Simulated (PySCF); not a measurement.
ZrI₄, SMILES [I][Zr]([I])([I])[I], multiplicity 1. Heavy atoms are numbered as in [Zr:1]([I:2])([I:3])([I:4])[I:5].

Geometry optimised at PBE0-D3(BJ)/def2-SVP. The multiplicity is an assumed one; no other spin state was optimised. The isomer is the one that the SMILES or the coordinates give; other isomers of the formula were not compared. The def2 effective core potentials stand for the cores of I, Zr; spin–orbit coupling is left out.

Level of theory: PySCF with HF/def2-TZVP.

ESP charges are fitted to the potential on shells at 1.4 to 2.0 van der Waals radii. Atomic charges (e), one atom of each kind:

| atom | Mulliken | ESP fit |
|---|---|---|
| Zr1 | 1.35 | [?] |
| I2 | -0.34 | [?] |

Problem. What belongs in the gaps? (An estimate is asked for; the answer gives what the named calculation found.)

Solution. 
- Zr1, ESP fit: 0.20
- I2, ESP fit: -0.05
